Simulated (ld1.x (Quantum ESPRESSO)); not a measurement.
## fluorine (F): one change to a TM potential, before and after

- Element: F
- Generator: ld1.x (Quantum ESPRESSO) 7.5
- Type: norm-conserving Troullier–Martins (Kleinman–Bylander form)
- Functional: LDA (PZ)
- Relativity: scalar-relativistic
- Frozen core: [He]
- Valence charge: 7
- Reference configuration: 2s1.5 2p5.5
- Partial waves: 2p (bound): rc 1.90 bohr; 2s (bound): rc 0.80 bohr
- Local potential: the s channel
- Core correction: none

All-electron outer shells of the reference configuration (LDA (PZ), scalar-relativistic, ld1.x):

| shell | level (eV) | outermost node (bohr) | outermost maximum (bohr) |
| --- | --- | --- | --- |
| 1s | -659.23 | – | 0.12 |
| 2s | -29.89 | 0.24 | 0.77 |
| 2p | -11.50 | – | 0.71 |

Change: wave 2s (bound): rc 0.80 bohr becomes 2s (bound): rc 0.86 bohr.

Cutoffs: the cutoffs (Ry, on a coarse ladder) from which the occupation-weighted sum of valence levels, in a spherical-Bessel basis at the reference potential, stays within 10 and 1 mRy of its value at 400 Ry; they do not see the model core or the augmentation charge, which bear on the density cutoff. Errors are all-electron minus pseudo energies relative to the spin-unpolarised reference configuration.

How do hardness, ghosts and transferability respond?

The potential gets softer (90 Ry and 230 Ry → 80 Ry and 180 Ry); the errors of the 9 common tests hardly move; neither file shows a bound ghost. A larger radius leaves more room for a smooth pseudo-wave, so fewer plane waves are needed.

```csv
quantity,base,changed
"cutoff, loose",90 Ry,80 Ry
"cutoff, tight",230 Ry,180 Ry
loose cutoff by channel (10 mRy a level),"p 40 Ry, s 80 Ry","p 40 Ry, s 70 Ry"
bound ghosts,none,none
"error for 2s2 2p5, meV [ΔE -9.19 eV]",-0.6,-0.7
"error for 2s2 2p4, meV [ΔE 10.37 eV]",+217,+218
"error for 2s2 2p3, meV [ΔE 48.88 eV]",+1062,+1068
"error for 2s2 2p2, meV [ΔE 109.61 eV]",+3343,+3360
"error for 2s1 2p6, meV [ΔE 9.20 eV]",-1.1,-1.1
"error for 2s2 2p1, meV [ΔE 195.48 eV]",+8175,+8211
"error for 2s2 2p5.3, meV [ΔE -11.91 eV]",-21,-21
"error for 2s1.5 2p5.5 (spin-polarised), meV [ΔE -0.41 eV]",+13,+13
"error for 2s2 2p5 (spin-polarised), meV [ΔE -9.56 eV]",-8.4,-8.5
s: phases at 2.06 bohr within 0.05 rad from the reference energy up to (Ry; the scan ends near 5),to the end of the scan,to the end of the scan
p: phases at 2.06 bohr within 0.05 rad from the reference energy up to (Ry; the scan ends near 5),1.4,1.4
```
